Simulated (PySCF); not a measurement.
H5Si, SMILES [SiH5-], charge -1. Coordinates come from a PBE0-D3(BJ)/def2-TZVPD optimisation.

Calculation: PBE0-D3(BJ)/def2-TZVPD run with PySCF.

Harmonic wavenumbers (cm⁻¹): 512, 512, 950, 1012, 1012, 1181, 1182, 1360, 1504, 1936, 1936, 1962. Rotational constants (GHz): 71.16, 57.08, 57.08; symmetry number 6.

Q: Work out the zero-point energy and the ideal-gas rigid-rotor harmonic-oscillator thermochemistry at 298.15 K and 1 atm.

A: ZPE = ½ Σ hcν = ½ × 15059 cm⁻¹ = 21.53 kcal/mol. H − E(el) = 24.27 kcal/mol. Entropy in cal/(mol K): translation 36.42, rotation 14.32, vibration 1.68, total 52.42. G − E(el) = 8.64 kcal/mol. Cp = 12.23 cal/(mol K).
